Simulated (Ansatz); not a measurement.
The cluster SnGe3⁺ (the lowest doublet isomer of a short search), 4 atoms. Hardware: 4 threads of Arm Neoverse V2 on a shared host.

In the def2 sets Sn takes a core potential; there is no spin–orbit coupling. Correlated methods freeze 31 core orbitals; core or outer-core shells of Ge, Sn are correlated, in sets that lack core-valence functions. In CCSD on the charge 1 doublet the largest single amplitude is 0.21, so its Hartree–Fock determinant may place the open shell otherwise than the density functionals do.

Q: How many basis functions does each of these Ansatz runs have, and roughly what does it cost? PBE0-D4/def2-TZVP, charge 1 quartet, energy, from earlier orbitals; HSE06-D4/def2-TZVP, charge 1 quartet, energy, from earlier orbitals; PBE0-D4/def2-TZVP, charge 0 triplet at the geometry of the charge 1 doublet, energy; PBE with 40 % exact exchange/def2-SVP, charge 1 doublet, energy, from earlier orbitals; PBE-D4/def2-TZVP, charge 1 quartet, energy, from earlier orbitals; PBE-D4/def2-TZVP, charge 0 triplet at the geometry of the charge 1 doublet, energy, from earlier orbitals; PBE with 15 % exact exchange/def2-SVP, charge 1 doublet, energy, from earlier orbitals; MP2/def2-TZVP, charge 1 quartet, energy, from earlier orbitals; CCSD(T)/def2-SVP, charge 1 doublet, energy, from earlier orbitals; r2SCAN-D4/def2-TZVP, charge 0 singlet at the geometry of the charge 1 doublet, energy, from earlier orbitals; PBE-D4/def2-SVP, charge 1 quartet, energy with a search over starts; PBE0-D4/def2-SVP, charge 1 doublet, energy, from earlier orbitals.

A: Other jobs shared the machine, so times can vary by a factor of up to 3. A dash marks memory too small to be measured apart from the calling script's.

```tsv
run	functions	fitting or Cholesky vectors	wall time	peak host memory (GiB)
PBE with 15 % exact exchange/def2-SVP, charge 1 doublet, energy, from earlier orbitals	122	1290	3.9 s	–
PBE-D4/def2-TZVP, charge 0 triplet at the geometry of the charge 1 doublet, energy, from earlier orbitals	194	1462	4 s	–
PBE0-D4/def2-SVP, charge 1 doublet, energy, from earlier orbitals	122	1290	4.2 s	–
r2SCAN-D4/def2-TZVP, charge 0 singlet at the geometry of the charge 1 doublet, energy, from earlier orbitals	194	1462	4.8 s	–
PBE with 40 % exact exchange/def2-SVP, charge 1 doublet, energy, from earlier orbitals	122	1290	5.5 s	–
PBE-D4/def2-TZVP, charge 1 quartet, energy, from earlier orbitals	194	1462	7 s	–
PBE0-D4/def2-TZVP, charge 0 triplet at the geometry of the charge 1 doublet, energy	194	1461	9.5 s	0.91
HSE06-D4/def2-TZVP, charge 1 quartet, energy, from earlier orbitals	194	1460	9.5 s	0.86
PBE-D4/def2-SVP, charge 1 quartet, energy with a search over starts	122	1344	11 s	–
PBE0-D4/def2-TZVP, charge 1 quartet, energy, from earlier orbitals	194	1460	12 s	0.89
MP2/def2-TZVP, charge 1 quartet, energy, from earlier orbitals	194	1460	13 s	0.91
CCSD(T)/def2-SVP, charge 1 doublet, energy, from earlier orbitals	122	1290	58 s	1.5
```
